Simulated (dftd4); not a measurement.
cobalt atom (Co), quartet; D4 for pbe0 (dftd4).

Here is a job for dftd4.
```
$ dftd4 mol.xyz --func pbe0 --charge 0 --json dftd4.json --noedisp

# file mol.xyz
1

Co     0.00000000     0.00000000     0.00000000
```

Task: Predict the main parts of the log of this dftd4 run.

Result: 
```
                    ____  _____ _____     ____  _  _
      -------------|  _ \|  ___|_   _|---|  _ \| || |------------
     |             | | | | |_    | | ___ | | | | || |_           |
     |             | |_| |  _|   | ||___|| |_| |__   _|          |
     |             |____/|_|     |_|     |____/   |_|            |
     |             ===================================           |
     |            E. Caldeweyher, S. Ehlert & S. Grimme          |
     |          Mulliken Center for Theoretical Chemistry        |
     |                    University of Bonn                     |
      -----------------------------------------------------------

Rational (Becke-Johnson) damping: pbe0-D4-ATM
---------------------
  s6         1.0000
  s8         1.2007
  s9         1.0000
  a1         0.4009
  a2         5.0293
 alp        16.0000
--------------------

Dispersion energy:       0.0000000000000E+00 Eh

[Info] JSON dump of results written to 'dftd4.json'
```
